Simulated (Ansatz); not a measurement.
Calculation: PBE0-D3(BJ)/def2-TZVP in Ansatz (a first-principles code). No frequencies were computed at this level.

Ansatz 0.2 input:
```yaml
crystal:
  periodic: [false, false, false]
  atoms:
    - { symbol: S, position_ang: [-1.185349, -1.876577, 0.472676] }
    - { symbol: Al, position_ang: [0.240098, -0.211825, 0.352395] }
    - { symbol: S, position_ang: [-0.334236, 1.75617, -0.453662] }
    - { symbol: S, position_ang: [2.291658, -0.503077, 1.058806] }
    - { symbol: H, position_ang: [-1.894433, -1.478926, -0.582771] }
    - { symbol: H, position_ang: [-1.638043, 1.506404, -0.444506] }
    - { symbol: H, position_ang: [2.52031, 0.807833, 1.095739] }
basis:
  gaussian: { orbitals: def2-tzvp }
hamiltonian:
  xc: pbe0
  dispersion: d3bj
relax:
  max_steps: 150
```

Output:

```
Functional definition: PBE0
1224 factors; their error is unknown
mean field evaluation 1: about -39140.9167 eV, gradient 2.4e1 eV
mean field evaluation 2: about -39141.1965 eV, gradient 2.5e1 eV
mean field evaluation 4: about -39142.5403 eV, gradient 1.1e0 eV
mean field evaluation 8: about -39142.6257 eV, gradient 1.5e-1 eV
mean field evaluation 16: about -39142.6257 eV, gradient 1.7e-5 eV
mean field -39142.62570262 eV, -1438.4649627466 hartree, gradient 1.7e-5 eV, S^2 0.000000; 0 other end points of the search recorded, 0 dependent functions left out
reference -39142.62573040 eV, -1438.4649637677 hartree; 32, 32 occupied and 134, 134 virtual orbitals, 1224 factors
relax step   1: F+E_penalty+E_count = -39142.82352837 eV  Δ(F+E_penalty+E_count) = +0.000e0 eV  max|allowed force component| = 5.748e-1 eV/Å  Δτ_max = 0.0000 Å  (25 SCF iters, accepted)
these checks for a lower state are left out or cut short: starts, cluster_reference, orbital_swaps, neighbouring_geometries, increment
1224 factors; their error is unknown
mean field -39142.63774815 eV, -1438.4654054118 hartree, gradient 2.6e-5 eV, S^2 0.000000; 0 other end points of the search recorded, 0 dependent functions left out
reference -39142.63777603 eV, -1438.4654064363 hartree; 32, 32 occupied and 134, 134 virtual orbitals, 1224 factors
relax step   2: F+E_penalty+E_count = -39142.83833301 eV  Δ(F+E_penalty+E_count) = -1.480e-2 eV  max|allowed force component| = 4.557e-1 eV/Å  Δτ_max = 0.1945 Å  (27 SCF iters, accepted)
these checks for a lower state are left out or cut short: starts, cluster_reference, orbital_swaps, neighbouring_geometries, increment
1224 factors; their error is unknown
mean field -39142.65361754 eV, -1438.4659886011 hartree, gradient 1.1e-5 eV, S^2 0.000000; 0 other end points of the search recorded, 0 dependent functions left out
reference -39142.65364538 eV, -1438.4659896241 hartree; 32, 32 occupied and 134, 134 virtual orbitals, 1224 factors
relax step   3: F+E_penalty+E_count = -39142.85345943 eV  Δ(F+E_penalty+E_count) = -1.513e-2 eV  max|allowed force component| = 2.214e-1 eV/Å  Δτ_max = 0.0725 Å  (28 SCF iters, accepted)
these checks for a lower state are left out or cut short: starts, cluster_reference, orbital_swaps, neighbouring_geometries, increment
1224 factors; their error is unknown
mean field evaluation 32: about -39142.5606 eV, gradient 2.0e-1 eV
mean field -39142.64347730 eV, -1438.4656159542 hartree, gradient 8.1e-6 eV, S^2 0.000000; 0 other end points of the search recorded, 0 dependent functions left out
reference -39142.64350493 eV, -1438.4656169695 hartree; 32, 32 occupied and 134, 134 virtual orbitals, 1224 factors
relax step   4: F+E_penalty+E_count = -39142.84353159 eV  Δ(F+E_penalty+E_count) = +9.928e-3 eV  max|allowed force component| = 2.186e-1 eV/Å  Δτ_max = 0.1502 Å  (28 SCF iters, rejected (line search))
these checks for a lower state are left out or cut short: starts, cluster_reference, orbital_swaps, neighbouring_geometries, increment
1224 factors; their error is unknown
mean field -39142.65829930 eV, -1438.4661606525 hartree, gradient 1.3e-5 eV, S^2 0.000000; 0 other end points of the search recorded, 0 dependent functions left out
reference -39142.65832712 eV, -1438.4661616749 hartree; 32, 32 occupied and 134, 134 virtual orbitals, 1224 factors
relax step   5: F+E_penalty+E_count = -39142.85838719 eV  Δ(F+E_penalty+E_count) = -4.928e-3 eV  max|allowed force component| = 7.898e-2 eV/Å  Δτ_max = 0.0743 Å  (28 SCF iters, accepted)
these checks for a lower state are left out or cut short: starts, cluster_reference, orbital_swaps, neighbouring_geometries, increment
1224 factors; their error is unknown
mean field -39142.65987206 eV, -1438.4662184504 hartree, gradient 9.3e-6 eV, S^2 0.000000; 0 other end points of the search recorded, 0 dependent functions left out
reference -39142.65989975 eV, -1438.4662194682 hartree; 32, 32 occupied and 134, 134 virtual orbitals, 1224 factors
relax step   6: F+E_penalty+E_count = -39142.85994287 eV  Δ(F+E_penalty+E_count) = -1.556e-3 eV  max|allowed force component| = 7.782e-3 eV/Å  Δτ_max = 0.0533 Å  (28 SCF iters, accepted)
these checks for a lower state are left out or cut short: starts, cluster_reference, orbital_swaps, neighbouring_geometries, increment
1224 factors; their error is unknown
mean field -39142.66053099 eV, -1438.4662426657 hartree, gradient 9.6e-6 eV, S^2 0.000000; 0 other end points of the search recorded, 0 dependent functions left out
reference -39142.66055850 eV, -1438.4662436766 hartree; 32, 32 occupied and 134, 134 virtual orbitals, 1224 factors
relax step   7: F+E_penalty+E_count = -39142.86057542 eV  Δ(F+E_penalty+E_count) = -6.325e-4 eV  max|allowed force component| = 7.048e-2 eV/Å  Δτ_max = 0.0467 Å  (28 SCF iters, accepted)
these checks for a lower state are left out or cut short: starts, cluster_reference, orbital_swaps, neighbouring_geometries, increment
1224 factors; their error is unknown
mean field evaluation 64: about -39142.6608 eV, gradient 2.6e-5 eV
mean field -39142.66078300 eV, -1438.4662519267 hartree, gradient 2.6e-5 eV, S^2 0.000000; 0 other end points of the search recorded, 0 dependent functions left out
reference -39142.66081037 eV, -1438.4662529328 hartree; 32, 32 occupied and 134, 134 virtual orbitals, 1224 factors
relax step   8: F+E_penalty+E_count = -39142.86080363 eV  Δ(F+E_penalty+E_count) = -2.282e-4 eV  max|allowed force component| = 3.990e-2 eV/Å  Δτ_max = 0.0253 Å  (27 SCF iters, accepted)
these checks for a lower state are left out or cut short: starts, cluster_reference, orbital_swaps, neighbouring_geometries, increment
1224 factors; their error is unknown
mean field -39142.66092434 eV, -1438.4662571211 hartree, gradient 2.5e-5 eV, S^2 0.000000; 0 other end points of the search recorded, 0 dependent functions left out
reference -39142.66095165 eV, -1438.4662581247 hartree; 32, 32 occupied and 134, 134 virtual orbitals, 1224 factors
relax step   9: F+E_penalty+E_count = -39142.86095426 eV  Δ(F+E_penalty+E_count) = -1.506e-4 eV  max|allowed force component| = 2.785e-2 eV/Å  Δτ_max = 0.0197 Å  (27 SCF iters, accepted)
these checks for a lower state are left out or cut short: starts, cluster_reference, orbital_swaps, neighbouring_geometries, increment
1224 factors; their error is unknown
mean field -39142.66100170 eV, -1438.4662599641 hartree, gradient 2.6e-5 eV, S^2 0.000000; 0 other end points of the search recorded, 0 dependent functions left out
reference -39142.66102895 eV, -1438.4662609652 hartree; 32, 32 occupied and 134, 134 virtual orbitals, 1224 factors
relax step  10: F+E_penalty+E_count = -39142.86103731 eV  Δ(F+E_penalty+E_count) = -8.305e-5 eV  max|allowed force component| = 2.126e-2 eV/Å  Δτ_max = 0.0218 Å  (28 SCF iters, accepted)
these checks for a lower state are left out or cut short: starts, cluster_reference, orbital_swaps, neighbouring_geometries, increment
1224 factors; their error is unknown
mean field -39142.66107374 eV, -1438.4662626113 hartree, gradient 2.6e-5 eV, S^2 0.000000; 0 other end points of the search recorded, 0 dependent functions left out
reference -39142.66110092 eV, -1438.4662636102 hartree; 32, 32 occupied and 134, 134 virtual orbitals, 1224 factors
relax step  11: F+E_penalty+E_count = -39142.86108327 eV  Δ(F+E_penalty+E_count) = -4.597e-5 eV  max|allowed force component| = 1.568e-2 eV/Å  Δτ_max = 0.0175 Å  (28 SCF iters, accepted)
these checks for a lower state are left out or cut short: starts, cluster_reference, orbital_swaps, neighbouring_geometries, increment
1224 factors; their error is unknown
mean field -39142.66110352 eV, -1438.4662637056 hartree, gradient 6.3e-6 eV, S^2 0.000000; 0 other end points of the search recorded, 0 dependent functions left out
reference -39142.66113068 eV, -1438.4662647039 hartree; 32, 32 occupied and 134, 134 virtual orbitals, 1224 factors
relax step  12: F+E_penalty+E_count = -39142.86110700 eV  Δ(F+E_penalty+E_count) = -2.372e-5 eV  max|allowed force component| = 9.307e-3 eV/Å  Δτ_max = 0.0088 Å  (28 SCF iters, accepted)
these checks for a lower state are left out or cut short: starts, cluster_reference, orbital_swaps, neighbouring_geometries, increment
1224 factors; their error is unknown
mean field evaluation 96: about -39142.6611 eV, gradient 1.3e-1 eV
mean field -39142.66109781 eV, -1438.4662634960 hartree, gradient 6.3e-6 eV, S^2 0.000000; 0 other end points of the search recorded, 0 dependent functions left out
reference -39142.66112496 eV, -1438.4662644936 hartree; 32, 32 occupied and 134, 134 virtual orbitals, 1224 factors
relax step  13: F+E_penalty+E_count = -39142.86112150 eV  Δ(F+E_penalty+E_count) = -1.450e-5 eV  max|allowed force component| = 3.938e-3 eV/Å  Δτ_max = 0.0109 Å  (28 SCF iters, accepted)
these checks for a lower state are left out or cut short: starts, cluster_reference, orbital_swaps, neighbouring_geometries, increment
1224 factors; their error is unknown
mean field -39142.66109522 eV, -1438.4662634008 hartree, gradient 6.3e-6 eV, S^2 0.000000; 0 other end points of the search recorded, 0 dependent functions left out
reference -39142.66112235 eV, -1438.4662643977 hartree; 32, 32 occupied and 134, 134 virtual orbitals, 1224 factors
relax step  14: F+E_penalty+E_count = -39142.86113269 eV  Δ(F+E_penalty+E_count) = -1.119e-5 eV  max|allowed force component| = 5.183e-3 eV/Å  Δτ_max = 0.0107 Å  (29 SCF iters, accepted)
1224 factors; their error is unknown
mean field -39142.66109522 eV, -1438.4662634008 hartree, gradient 6.5e-6 eV, S^2 0.000000; 1 other end points of the search recorded, 0 dependent functions left out
reference -39142.66112235 eV, -1438.4662643977 hartree; 32, 32 occupied and 134, 134 virtual orbitals, 1224 factors
Total energy: -39142.86115982 eV, -1438.4736156391 hartree
Atom 0 at    -1.032715    -1.969644     0.240304 Å, force    -0.001543    -0.000424    -0.000746 eV/Å
Atom 1 at     0.247869    -0.212359     0.350164 Å, force    -0.000692    -0.000286     0.000038 eV/Å
Atom 2 at    -0.360686     1.775953    -0.304453 Å, force    -0.004980    -0.000183    -0.001698 eV/Å
Atom 3 at     2.244013    -0.491808     1.164753 Å, force     0.001004     0.000957     0.000154 eV/Å
Atom 4 at    -2.051230    -1.293744    -0.317878 Å, force     0.000882    -0.000622     0.000674 eV/Å
Atom 5 at    -1.595138     1.380772    -0.659596 Å, force     0.005183     0.001279     0.001413 eV/Å
Atom 6 at     2.547893     0.810832     1.025383 Å, force     0.000147    -0.000719     0.000165 eV/Å
Dipole moment:    -0.237052     0.182841    -0.126042 e Å
```

Cost: around 110 core-seconds (rough).
